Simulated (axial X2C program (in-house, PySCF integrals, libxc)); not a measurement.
**Outer orbitals of SI at 2.306 Å, LDA**

Computed with an in-house relativistic program for diatomic molecules. Spin-free means the one-electron spin-free X2C Hamiltonian; two-component (2c) means X2C with spin–orbit coupling and atomic mean-field two-electron Coulomb and Gaunt terms, so the difference of the two also holds small scalar two-electron terms. Basis: I dyall-cv3z [11s12p8d4f1g], S dyall-av3z [9s8p3d2f] (cores contracted in-house); Gaussian nuclei, density fitting, unrestricted open shells. Masses: I 126.904 u, S 31.972 u.

The distance is close to the 2c PBE0 minimum; the highest filled and lowest empty levels are listed.

Spin-free orbitals, state M_S = 1/2, Λ = 1 (beyond evenly filled blocks: π+α, π+β, π-α) (Löwdin shares):

```json
{"symmetry": "σα", "occupied": "yes", "ε (eV)": "-19.82", "atomic character": "47% I s, 35% S s, 8% S p"}
{"symmetry": "σβ", "occupied": "yes", "ε (eV)": "-19.56", "atomic character": "50% I s, 31% S s, 9% S p"}
{"symmetry": "σα", "occupied": "yes", "ε (eV)": "-16.37", "atomic character": "50% S s, 31% I s, 9% I p"}
{"symmetry": "σβ", "occupied": "yes", "ε (eV)": "-15.93", "atomic character": "53% S s, 28% I s, 11% I p"}
{"symmetry": "σα", "occupied": "yes", "ε (eV)": "-9.82", "atomic character": "45% S p, 43% I p, 7% S s"}
{"symmetry": "σβ", "occupied": "yes", "ε (eV)": "-9.58", "atomic character": "44% S p, 43% I p, 8% S s"}
{"symmetry": "π-α", "occupied": "yes", "ε (eV)": "-8.52", "atomic character": "57% I p, 37% S p, 4% S d"}
{"symmetry": "π+α", "occupied": "yes", "ε (eV)": "-8.52", "atomic character": "57% I p, 37% S p, 4% S d"}
{"symmetry": "π+β", "occupied": "yes", "ε (eV)": "-8.22", "atomic character": "64% I p, 30% S p, 4% S d"}
{"symmetry": "π-β", "occupied": "yes", "ε (eV)": "-8.22", "atomic character": "64% I p, 30% S p, 4% S d"}
{"symmetry": "π-α", "occupied": "yes", "ε (eV)": "-6.18", "atomic character": "60% S p, 32% I p, 4% I d"}
{"symmetry": "π+α", "occupied": "yes", "ε (eV)": "-6.18", "atomic character": "60% S p, 32% I p, 4% I d"}
{"symmetry": "π+β", "occupied": "yes", "ε (eV)": "-5.67", "atomic character": "66% S p, 26% I p, 4% I d"}
{"symmetry": "π-β", "occupied": "no", "ε (eV)": "-5.67", "atomic character": "66% S p, 26% I p, 4% I d"}
{"symmetry": "σα", "occupied": "no", "ε (eV)": "-3.46", "atomic character": "35% S p, 33% I p, 14% I d"}
{"symmetry": "σβ", "occupied": "no", "ε (eV)": "-3.24", "atomic character": "36% S p, 32% I p, 14% I d"}
{"symmetry": "σα", "occupied": "no", "ε (eV)": "-0.16", "atomic character": "65% S s, 13% S p, 8% I s"}
```

A filled and an empty partner (Λ and −Λ, same spin) share one energy because the functional has no current term.

Spinors with spin–orbit coupling (state Ω = 3/2):

```json
{"ω": "1/2", "occupied": "yes", "ε (eV)": "-19.80", "atomic character": "48% I s, 33% S s, 8% S p", "λ mixture": "100% σ"}
{"ω": "-1/2", "occupied": "yes", "ε (eV)": "-19.55", "atomic character": "51% I s, 30% S s, 9% S p", "λ mixture": "100% σ"}
{"ω": "1/2", "occupied": "yes", "ε (eV)": "-16.32", "atomic character": "52% S s, 29% I s, 10% I p", "λ mixture": "100% σ"}
{"ω": "-1/2", "occupied": "yes", "ε (eV)": "-15.88", "atomic character": "54% S s, 26% I s, 11% I p", "λ mixture": "100% σ"}
{"ω": "1/2", "occupied": "yes", "ε (eV)": "-9.86", "atomic character": "46% I p, 42% S p, 7% S s", "λ mixture": "95% σ, 5% π"}
{"ω": "-1/2", "occupied": "yes", "ε (eV)": "-9.66", "atomic character": "48% I p, 39% S p, 8% S s", "λ mixture": "90% σ, 10% π"}
{"ω": "-1/2", "occupied": "yes", "ε (eV)": "-8.68", "atomic character": "61% I p, 33% S p, 4% S d", "λ mixture": "90% π, 10% σ"}
{"ω": "1/2", "occupied": "yes", "ε (eV)": "-8.43", "atomic character": "67% I p, 27% S p, 4% S d", "λ mixture": "95% π, 5% σ"}
{"ω": "3/2", "occupied": "yes", "ε (eV)": "-8.30", "atomic character": "55% I p, 39% S p, 4% S d", "λ mixture": "100% π"}
{"ω": "-3/2", "occupied": "yes", "ε (eV)": "-7.99", "atomic character": "60% I p, 33% S p, 4% S d", "λ mixture": "100% π"}
{"ω": "-1/2", "occupied": "yes", "ε (eV)": "-6.26", "atomic character": "68% S p, 24% I p, 4% I d", "λ mixture": "99% π, 1% σ"}
{"ω": "3/2", "occupied": "yes", "ε (eV)": "-5.98", "atomic character": "57% S p, 35% I p, 4% I d", "λ mixture": "100% π"}
{"ω": "1/2", "occupied": "yes", "ε (eV)": "-5.74", "atomic character": "72% S p, 20% I p, 4% I d", "λ mixture": "99% π, 1% σ"}
{"ω": "-3/2", "occupied": "no", "ε (eV)": "-5.49", "atomic character": "63% S p, 29% I p, 4% I d", "λ mixture": "100% π"}
{"ω": "1/2", "occupied": "no", "ε (eV)": "-3.41", "atomic character": "35% S p, 33% I p, 14% I d", "λ mixture": "99% σ, 1% π"}
{"ω": "-1/2", "occupied": "no", "ε (eV)": "-3.19", "atomic character": "36% S p, 32% I p, 15% I d", "λ mixture": "99% σ, 1% π"}
{"ω": "1/2", "occupied": "no", "ε (eV)": "-0.16", "atomic character": "64% S s, 14% S p, 8% I s", "λ mixture": "100% σ"}
```

(1) How does the gap between the highest filled and lowest empty level change from the spin-free to the 2c table?

Mulliken charges and populations of the two-component result (they depend on the basis, above all on diffuse functions):

I 0.26 e (s 9.95 p 22.69 d 20.08 f 0.02), S -0.26 e (s 5.98 p 10.19 d 0.08 f 0.01). ⟨Lz⟩ = 1.00 ħ and ⟨Sz⟩ = 0.50 ħ (0.16 and 0.34 on the two atoms), which add up to Ω.

The state is a single determinant with fixed occupations, the lowest that a limited PBE0 search found. Density functionals use the spin component along the axis (collinear). The functionals have no current-density term, which raises determinants with orbital currents, atoms included.

Answers

(1) From 0.00 to 0.25 eV at LDA, a change of 0.25 eV.
